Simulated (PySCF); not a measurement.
P (phosphorus, neutral): UHF calculation

Configuration: [Ne] 3s1 3p3 4s1, high-spin 6S determinant (an excited configuration). Computed with PySCF 2.14 in aug-cc-pCVTZ-DK, with scalar relativity by spin-free X2C-1e.

| Item | Value |
| --- | --- |
| Total energy | -341.136116 hartree |
| One-electron energy | -469.2815 hartree |
| Hartree (Coulomb) energy | 150.8440 hartree |
| Exchange energy | -22.6987 hartree |
| ⟨S²⟩ | 8.7501 |
| ⟨L²⟩ | 0.000 |
| Sum of ⟨r⟩ | 17.48 bohr |
| Sum of ⟨r²⟩ | 51.38 bohr² |
| Langevin diamagnetic susceptibility | -40.7 ×10⁻⁶ cm³/mol |

```csv
shell,electrons,mean orbital energy (eV),"rms radius, mean of both spins (bohr)"
1s α,1,-2188.8,0.120
1s β,1,-2187.5,0.120
2s α,1,-212.07,0.561
2s β,1,-210.25,0.561
2p α,3,-153.88,0.539
2p β,3,-152.05,0.539
3s α,1,-28.985,1.94
3p α,3,-15.765,2.29
4s α,1,-3.148,5.44
```

The outer electron is Rydberg-like, and this basis confines it to a smaller radius and binds it less than a complete one would.

Densities and radii are taken from the X2C orbitals without a picture-change correction, which distorts them close to the nucleus.

Spin-orbit constants ζ (cm⁻¹) from the X2C one-electron operator on these orbitals: bare nucleus, nucleus screened by l(l+1)(2l+1)/3 electrons, and screened by the Breit-Pauli mean field of the electrons.

```json
{"shell": "2p", "bare": "5471", "screened nucleus": "4742", "mean field": "4411"}
{"shell": "3p", "bare": "362.3", "screened nucleus": "314.0", "mean field": "288.0"}
```
